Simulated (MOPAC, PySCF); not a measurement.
F₄Sn, SMILES `[F][Sn]([F])([F])[F]`, neutral singlet in the gas phase. 

Cartesian coordinates (Å):
```xyz
5

F      1.8329    -0.3792    -0.1295
Sn     0.0000     0.0000     0.0000
F     -0.2856     1.8257    -0.3248
F     -0.6077    -0.4313     1.7219
F     -0.9396    -1.0152    -1.2675
```
Charge 0, multiplicity 1.

All levels are single points at this geometry (CAM-B3LYP-D3(BJ)/def2-TZVP); Pople sets use spherical d functions. Orbital energies aren't observables, and empty levels follow the basis.

BP86/6-31G* (LANL2DZ on Sn) in PySCF gives HOMO (eV) = -9.56.

Question: Estimate the HOMO (eV) from each of these levels: CAM-B3LYP-D3(BJ)/def2-TZVP in PySCF; PBE-D3(BJ)/def2-TZVP in PySCF; TPSSh-D3(BJ)/def2-TZVP in PySCF; B3LYP/6-311+G** (LANL2DZ on Sn) in PySCF; B3LYP/6-31G* (LANL2DZ on Sn) in PySCF; M06-2X/6-31G* (LANL2DZ on Sn) in PySCF; SVWN5/6-31G* (LANL2DZ on Sn) in PySCF; PM6 in MOPAC.

Answer: 
```tsv
level	HOMO (eV)
CAM-B3LYP-D3(BJ)/def2-TZVP in PySCF	-14.04
PBE-D3(BJ)/def2-TZVP in PySCF	-10.25
TPSSh-D3(BJ)/def2-TZVP in PySCF	-11.25
B3LYP/6-311+G** (LANL2DZ on Sn) in PySCF	-12.35
B3LYP/6-31G* (LANL2DZ on Sn) in PySCF	-11.30
M06-2X/6-31G* (LANL2DZ on Sn) in PySCF	-13.93
SVWN5/6-31G* (LANL2DZ on Sn) in PySCF	-9.62
PM6 in MOPAC	-14.64
```
